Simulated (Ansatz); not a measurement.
`O[SiH](F)[SiH](Cl)Cl` + H–F → `F[SiH](Cl)Cl` + `O[SiH2]F`  (cleavage of the Si–Si bond)

Computed with Ansatz on PBE0-D4/def2-TZVP structures; ΔE is electronic, products minus reactants. CCSD(T)/CBS is the MP2 limit (def2-TZVPP, def2-QZVPP) plus CCSD(T) − MP2 in def2-TZVPP, frozen cores. This one scheme is used for every species. DFT in def2-TZVPP. HSE06 is defined as in plane-wave codes. Each species was taken in one conformer, which may not be the lowest.

| level | ΔE (eV) |
| --- | --- |
| HSE06-D4 | -1.42 |
| ωB97M-V | -1.68 |
| PBE | -1.43 |
| PBE0 | -1.51 |
| r2SCANh | -1.65 |
| CAM-B3LYP | -1.78 |
| RPA@PBE/def2-TZVPP | -1.66 |
| CCSD/CBS(def2) | -1.65 |

Q: What does CCSD(T)/CBS give? (An estimate is asked.)

A: The calculation gave: -1.61 eV. The listed levels differ from it by 0.19, -0.07, 0.18, 0.10, -0.04, -0.17, -0.05, -0.04 eV.

Largest T1 diagnostic among the species: 0.011.

The D4 term adds +0.14 eV with B3LYP and +0.08 eV with PBE0; it sums over pairs of atoms, weighted by their polarisabilities, and B3LYP, whose exchange is more repulsive, gets the larger term. In def2-TZVPP, CCSD(T) changes the Hartree–Fock value by +0.31 eV (the triples alone add +0.05 eV) and MP2 by +0.27 eV. From PBE to PBE0 (25 % exact exchange), in def2-TZVPP and without D4, ΔE moves by −0.07 eV.

B3LYP here is the variant with VWN-RPA as its local correlation; programs differ in this.
